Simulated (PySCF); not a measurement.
# Working out the ionisation energy of Xe

Xe [Xe] (1S) → Xe⁺ [Kr] 4d10 5s2 5p5 (2P). Computed with PySCF 2.14 in x2c-TZVPPall (8s6p4d2f, 60 functions), with the spin-free X2C one-electron Hamiltonian (Gaussian nucleus). Frozen: [Kr] 4d10. Energies in hartree (1 hartree = 27.21139 eV):

```
            part    Xe (lower)   Xe⁺ (upper)
             UHF  -7443.465191  -7443.041000
CCSD correlation     -0.146803     -0.121751
             (T)     -0.004145     -0.002955
```

Q: What does Hartree-Fock give?

A: (-7443.041000) − (-7443.465191) = 0.424191 hartree = 11.543 eV.

Q: What do CCSD and CCSD(T) give?

A: The CCSD correlation energies differ by 0.025052 hartree = 0.682 eV and the triples by 0.001190 hartree = 0.032 eV, so CCSD gives 12.225 eV and CCSD(T) 12.257 eV.

Measured between the centres of the two terms (NIST): 12.565 eV, so CCSD(T) (valence) is off by -0.308 eV.

What remains against the reference includes basis incompleteness, the frozen core and higher excitations.
